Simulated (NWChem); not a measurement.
# Si2NH5F2; SMILES N[Si](F)(F)[SiH3]

```xyz
10

N     -1.5066    -1.0195    -0.5366
Si     0.0112    -0.4274    -0.0152
F      0.2759    -1.0995     1.4256
F      1.2579    -0.9162    -0.9229
Si     0.0190     1.9045     0.0682
H     -1.7739    -1.9786    -0.3443
H     -1.9345    -0.6782    -1.3886
H      1.3778     2.4332     0.3604
H     -0.4252     2.4394    -1.2499
H     -0.9258     2.3836     1.1119
```
Atoms are numbered in this order, from 1.

All runs: NWChem. Medium grid unless said otherwise, to which SCAN and Minnesota functionals are sensitive. All runs use the structure optimised with B3LYP/6-31G* (spherical d). B3LYP is NWChem's, with the RPA form of VWN correlation. Total energies of different functionals are on different scales.

```json
[
 {"level": "PBE/def2-TZVP", "energy (Ha)": "-836.1704", "highest occupied level (eV)": "-6.78", "orbital gap (eV)": "5.75", "dipole (D)": "2.29"},
 {"level": "B3LYP/def2-TZVP", "energy (Ha)": "-836.7804", "highest occupied level (eV)": "-8.01", "orbital gap (eV)": "7.64", "dipole (D)": "2.33"},
 {"level": "TPSSh/def2-TZVP", "energy (Ha)": "-836.7623", "highest occupied level (eV)": "-7.44", "orbital gap (eV)": "6.93", "dipole (D)": "2.30"},
 {"level": "PW6B95/def2-TZVP", "energy (Ha)": "-837.5269", "highest occupied level (eV)": "-8.39", "orbital gap (eV)": "8.21", "dipole (D)": "2.37"},
 {"level": "r2SCAN/def2-TZVP", "energy (Ha)": "-836.5695", "highest occupied level (eV)": "-7.11", "orbital gap (eV)": "6.35", "dipole (D)": "2.32"},
 {"level": "Hartree-Fock/def2-TZVP", "energy (Ha)": "-834.4163", "highest occupied level (eV)": "-11.67", "orbital gap (eV)": "14.63", "dipole (D)": "2.44"}
]
```
